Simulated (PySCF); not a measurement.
**Working out the excitation energy of O**

O [He] 2s2 2p4 (3P) → O [He] 2s1 2p5 (3P). Computed with PySCF 2.14 in x2c-QZVPPall (7s4p3d2f1g, 57 functions), with scalar relativity by spin-free X2C-1e. Frozen: 1s2. Energies in hartree (1 hartree = 27.21139 eV):

| part | O (lower) | O (upper) |
| --- | --- | --- |
| UHF | -74.870976 | -74.249812 |
| CCSD correlation | -0.171832 | -0.212561 |
| (T) | -0.003699 | -0.007976 |

**Question.** What does Hartree-Fock give?

**Answer.** (-74.249812) − (-74.870976) = 0.621164 hartree = 16.903 eV.

**Question.** What do CCSD and CCSD(T) give?

**Answer.** The CCSD correlation energies differ by -0.040729 hartree = -1.108 eV and the triples by -0.004277 hartree = -0.116 eV, so CCSD gives 15.795 eV and CCSD(T) 15.679 eV.

The upper state lies above the first ionisation limit, where it may autoionise and the basis confines it.
